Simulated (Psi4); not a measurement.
Two rigid molecules brought together: C2H6 ··· C2H6 (SMILES CC and CC). Monomers: optimised at B3LYP-D3(BJ) (def2-TZVP), held rigid. Orientation: lowest of the rigid-body minima from ten starts at GFN2-xTB. Only R, the distance of the centres of mass, is varied, so the lowest point isn't the relaxed dimer.

Computed with SAPT0/jun-cc-pVDZ, frozen core (Psi4 1.11).

Components in kcal/mol:

| R / Å | electrostatics | exchange | induction | dispersion | total |
|---|---|---|---|---|---|
| 3.31 | -2.27 | 7.33 | -0.55 | -3.61 | 0.90 |
| 3.56 | -1.04 | 3.33 | -0.25 | -2.36 | -0.32 |
| 3.77 | -0.53 | 1.69 | -0.12 | -1.68 | -0.65 |
| 3.95 | -0.30 | 0.94 | -0.07 | -1.27 | -0.70 |
| 4.16 | -0.16 | 0.47 | -0.03 | -0.92 | -0.64 |
| 4.32 | -0.09 | 0.27 | -0.02 | -0.73 | -0.57 |
| 4.67 | -0.03 | 0.08 | -0.01 | -0.45 | -0.40 |
| 4.98 | -0.01 | 0.03 | 0.00 | -0.30 | -0.29 |
| 5.42 | 0.00 | 0.01 | 0.00 | -0.18 | -0.18 |
| 6.13 | 0.00 | 0.00 | 0.00 | -0.08 | -0.08 |
| 7.11 | 0.00 | 0.00 | 0.00 | -0.03 | -0.03 |
| 8.47 | 0.00 | 0.00 | 0.00 | -0.01 | -0.01 |
